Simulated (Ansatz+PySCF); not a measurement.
singlet KCl: levels of theory in one basis

```xyz
2

K     0.0000    0.0000   -1.3538
Cl    0.0000    0.0000    1.5131
```

Basis set: def2-SVP (spherical functions). Frozen core: 10 orbitals. Charge 0, multiplicity 1.

Computed with Ansatz (development build ahead of 0.2.0); each method stands on the lowest determinant of its kind that the runs found.

```tsv
method	E − E(RHF) (eV)	<S²> of the determinant
RHF	0.00	0.00
RHF-MP2	-4.88	–
RHF-CCSD(T)	-5.38	–
```

(1) What does RHF-CCSD give on the same scale?

(2) Is a single determinant a sound starting point here?

Results:

(1) -5.32 eV.

(2) By this sign, yes. Unrestricted orbitals gain 0.00 eV and <S²> is 0.00 against 0.00 for a pure state.
